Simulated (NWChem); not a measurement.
System: GeCl4; SMILES [Ge]([Cl])([Cl])([Cl])[Cl]

Computed with NWChem. All runs use the structure optimised with PBE0/def2-SVP. Level PBE/def2-SVP: single points from the atomic guess with DIIS by default; each run changes one setting, and all converged runs end within 0.3 mHa of each other.

Question: Which setting needs the most SCF iterations, or fails (occupation smearing of 0.005 Ha; defaults; level shift of 0.5 Ha throughout; core-Hamiltonian guess; DIIS on 20 Fock matrices)?

Answer: core-Hamiltonian guess, with 17 against 8 for the defaults.
```json
[
 {"setting": "defaults", "SCF iterations": "8"},
 {"setting": "DIIS on 20 Fock matrices", "SCF iterations": "7"},
 {"setting": "level shift of 0.5 Ha throughout", "SCF iterations": "12"},
 {"setting": "core-Hamiltonian guess", "SCF iterations": "17"},
 {"setting": "occupation smearing of 0.005 Ha", "SCF iterations": "8"}
]
```
